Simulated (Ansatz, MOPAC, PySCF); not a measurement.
Bond stretch in OB (cation, charge +1), lowest triplet found (which spin is the ground state isn't settled by this scan).

Computed with: PM6, unrestricted, heats of formation (MOPAC); UKS-B3LYP/6-31G* = unrestricted B3LYP/6-31G*, spherical d (PySCF 2.14.0); UKS-BP86/6-31G* = unrestricted BP86/6-31G*, spherical d run with PySCF 2.14.0; FCI = full CI/cc-pVDZ, frozen core run with Ansatz (an electronic-structure program).

Energies relative to the lowest point of each curve between 1.07 and 1.62 Å, where full CI is lowest, in eV; the last columns give the difference from FCI:

```tsv
R / Å	PM6	UKS-B3LYP/6-31G*	UKS-BP86/6-31G*	FCI	PM6 − FCI	UKS-B3LYP/6-31G* − FCI	UKS-BP86/6-31G* − FCI
1.07	2.917	2.687	2.860	2.808	0.109	-0.121	0.052
1.17	1.099	0.729	0.830	0.808	0.291	-0.079	0.022
1.24	0.413	0.160	0.210	0.203	0.210	-0.042	0.007
1.31	0.077	0.000	0.000	0.000	0.077	0.000	0.000
1.36	0.000	0.053	0.019	0.020	-0.020	0.033	-0.001
1.43	0.060	0.280	0.203	0.198	-0.138	0.082	0.005
1.47	0.160	0.463	0.363	0.351	-0.191	0.112	0.012
1.52	0.335	0.724	0.600	0.574	-0.239	0.151	0.026
1.55	0.459	0.891	0.754	0.717	-0.258	0.174	0.037
1.62	0.785	1.292	1.133	1.061	-0.276	0.231	0.073
1.69	1.132	1.681	1.515	1.391	-0.258	0.291	0.125
1.78	1.559	2.130	1.977	1.760	-0.201	0.369	0.217
```

PM6 is furthest from FCI at 1.17 (0.291 eV, above); its mean absolute difference over the points is 0.189 eV.

UKS-B3LYP/6-31G* is furthest from FCI at 1.78 (0.369 eV, above); its mean absolute difference over the points is 0.140 eV.

UKS-BP86/6-31G* is furthest from FCI at 1.78 (0.217 eV, above); its mean absolute difference over the points is 0.048 eV.

The scan ran from 1.07 to 5.14 Å; beyond the distances shown full CI changes its symmetry label.
